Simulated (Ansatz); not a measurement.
Basis sets compared for the cluster ZrAg₄⁺. Total charge 1; doublet. Geometry r2SCAN-D4/def2-SVP. Ansatz on 4 threads of Arm Neoverse V1 on a shared host; times are rough, and most runs start from earlier orbitals.

```xyz
5

Zr   -0.8839   -0.7212   -0.2462
Ag   -2.0551    1.6466   -0.2128
Ag    1.7466    0.0494    0.3526
Ag    0.2161   -0.9408    2.3096
Ag    0.9763   -0.0340   -2.2033
```

In the def2 sets Ag, Zr take a core potential; there is no spin–orbit coupling. Another isomer (doublet) lies 0.23 eV lower at PBE0-D4/def2-TZVP; other spin states weren't run for this one.

```
           level  functions  energy (Eh)  HOMO (eV)  LUMO (eV)  wall time
 PBE-D4/def2-SVP        155    -634.7466      -8.53      -8.02      8.5 s
PBE0-D4/def2-SVP        155    -634.6278      -9.37      -6.87       16 s
```

Task: Estimate the rows for PBE-D4/def2-TZVP (with forces), PBE0-D4/def2-TZVP.

Result: 
```tsv
level	functions	energy (Eh)	HOMO (eV)	LUMO (eV)	wall time
PBE-D4/def2-TZVP (with forces)	200	-634.9157	-8.54	-8.02	12 s
PBE0-D4/def2-TZVP	200	-634.7899	-9.38	-6.86	39 s
```
